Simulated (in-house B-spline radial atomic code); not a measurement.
Results of a calculation; reference values are marked as such.
Correlation energy from the adiabatic connection: −Z/r, Z = 0.92

Two electrons in a singlet, external potential −Z/r, Z = 0.92 (atomic units). Full CI in B-splines (partial waves to l = 8, correlation up to 0.6 % small) with the density held fixed gives W(λ) = <V_ee>_λ − U, and E_c is the integral of W(λ) − W(0) from 0 to 1.

```tsv
λ	W(λ) − W(0) (hartree)
0	0.00000
0.02	-0.00377
0.05	-0.00888
0.12	-0.01892
0.25	-0.03310
0.4	-0.04516
0.6	-0.05700
0.8	-0.06585
1	-0.07275
```

Question: Integrate the table by the trapezoid rule.

Answer: The strips give -0.00004, -0.00019, -0.00097, -0.00338, -0.00587, -0.01022, -0.01229, -0.01386, which sum to -0.04681 hartree. The direct value, W(1) − W(0) + T_c with T_c = 0.02570, is -0.04705; the curve is convex, so chords lie above it and the trapezoids fall short in size by 0.50 %.

Question: Now use only three numbers: W(0) = -0.31096, the initial slope W'(0) = -0.1957 (extrapolated from the first points) and the strong-coupling limit of the point-charge-plus-continuum model, W∞ = -0.46373. What do second-order theory and the interpolation W(λ) = W∞ + (W(0) − W∞)/√(1 + 2χλ) of Seidl, Perdew and Levy give?

Answer: Second order keeps the slope alone: E_c = W'(0)/2 = -0.09785, +108 % in size against -0.04705. Matching the slope fixes χ = W'(0)/(W∞ − W(0)) = -0.1957/(-0.15277) = 1.28101. Integrating, with s = √(1 + 2χ) = 1.887332, E_c = −(W(0) − W∞)(s − 1)/(s + 1) = −0.15277 × 0.887332/2.887332 = -0.04695 hartree, -0.2 % in size against the full result. At λ = 1 the formula gives W − W(0) = -0.07183 against -0.07275. Part of the miss can come from the model's W∞.
